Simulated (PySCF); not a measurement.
## Correlation energy of Zn (zinc, neutral)

[Ar] 3d10 4s1 5s1, high-spin 3S determinant (an excited configuration). Computed with PySCF 2.14 in aug-cc-pwCVDZ-PP with ECP10MDF (6s6p5d3f, 70 functions), with scalar relativity through the core potential. Frozen: 3s2 3p6; 12 electrons correlated.

MP2 pair energies summed by pair of shells (mhartree):

```tsv
pair	energy	share (%)
3d-3d	-448.97	93.5
3d-4s	-27.17	5.7
3d-5s	-2.28	0.5
4s-5s	-1.81	0.4
```

Total MP2 correlation energy: -480.24 mhartree.

Same-spin part -177.89 and opposite-spin part -302.35 mhartree; SCS-MP2 scales them by 1/3 and 6/5 to -422.12 mhartree.
